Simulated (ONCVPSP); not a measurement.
**Pseudopotential generation for nickel: ONCV, PBE, scalar-relativistic.**

Ni, optimised norm-conserving Vanderbilt (ONCV), made with ONCVPSP 4.0.1 (PBE, scalar-relativistic). Core [Ne], reference 3s2 3p6 3d8 4s2. Waves: 3s+4s: rc 1.36 bohr, ncon 4, nbas 8, qcut 8.6 1/bohr, 2 projectors; 3p: rc 1.14 bohr, ncon 4, nbas 9, qcut 14 1/bohr, 2 projectors, debl 0.4 Ha; 3d: rc 1.20 bohr, ncon 4, nbas 8, qcut 17.1 1/bohr, 2 projectors, debl 1.2 Ha; f scattering state at 0.17 Ha: rc 1.04 bohr, ncon 4, nbas 8, qcut 13.2 1/bohr, local. Local part: the f channel. Core correction: Teter function, fcfact 2.25, rcfact 1.55.

In the p channel the program set the typed energies aside and used -2.623, 0.250 Ha.

* Cutoffs needed: 85 Ha and 97 Ha (the cutoffs (Ha) at which the residual kinetic energy of the hardest occupied pseudo-wave falls to 1 and 0.1 mHa per electron)
* Ghost test: no bound ghost flagged; no localised positive-energy state flagged
* Largest excitation error: -5.1 meV (all-electron minus pseudo) for 3s2 3p6 3d7 4s0, out of 4 test configurations
* rms error of d²Exc/dni dnj: 3.00 mHa without and 1.46 mHa with the model core
